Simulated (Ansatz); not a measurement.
Spectroscopic constants of CdSi, multiplicity 3 (lowest of 2S+1 = 1, 3 at CCSD(T)/def2-TZVPP on PBE0 minima; our sources give no spin for the ground state, which may be another). No spin–orbit coupling. The T1 diagnostic near the minimum is 0.048, so single-reference values are doubtful.

Seven points along R, fitted to fifth degree in 1/R; most abundant isotopes. Runs in def2 and cc sets follow the lowest solution found near the PBE0 minimum.

Correlated levels freeze the inner cores; with def2 sets outer-core shells near the valence are correlated too.

Codes used: Ansatz (a first-principles code). Each number belongs to the level named beside it. In def2 rows elements past Kr take small-core potentials, without spin–orbit coupling.

```json
[
 {"level": "PBE/def2-TZVPP", "r_e (Å)": "2.552", "ω_e (cm⁻¹)": "231", "ω_e x_e (cm⁻¹)": "1.6", "dipole (D)": "2.34"},
 {"level": "r2SCAN/def2-TZVPP", "r_e (Å)": "2.526", "ω_e (cm⁻¹)": "239", "ω_e x_e (cm⁻¹)": "1.7", "dipole (D)": "2.57"},
 {"level": "B97M-V/def2-TZVPP", "r_e (Å)": "2.568", "ω_e (cm⁻¹)": "228", "ω_e x_e (cm⁻¹)": "2.0", "dipole (D)": "2.38"},
 {"level": "B3LYP/def2-TZVPP", "r_e (Å)": "2.612", "ω_e (cm⁻¹)": "200", "ω_e x_e (cm⁻¹)": "1.9", "dipole (D)": "2.28"},
 {"level": "CAM-B3LYP/def2-TZVPP", "r_e (Å)": "2.607", "ω_e (cm⁻¹)": "194", "ω_e x_e (cm⁻¹)": "2.1", "dipole (D)": "2.40"},
 {"level": "wB97X-V/def2-TZVPP", "r_e (Å)": "2.599", "ω_e (cm⁻¹)": "200", "ω_e x_e (cm⁻¹)": "2.1", "dipole (D)": "2.81"},
 {"level": "wB97M-V/def2-TZVPP", "r_e (Å)": "2.594", "ω_e (cm⁻¹)": "…", "ω_e x_e (cm⁻¹)": "1.9", "dipole (D)": "2.51"},
 {"level": "B2PLYP/def2-TZVPP", "r_e (Å)": "…", "ω_e (cm⁻¹)": "…", "ω_e x_e (cm⁻¹)": "2.0", "dipole (D)": "-"}
]
```

Problem. Complete the blanks.

Solution. 
- B2PLYP/def2-TZVPP, r_e (Å): 2.588
- B2PLYP/def2-TZVPP, ω_e (cm⁻¹): 206
- wB97M-V/def2-TZVPP, ω_e (cm⁻¹): 205
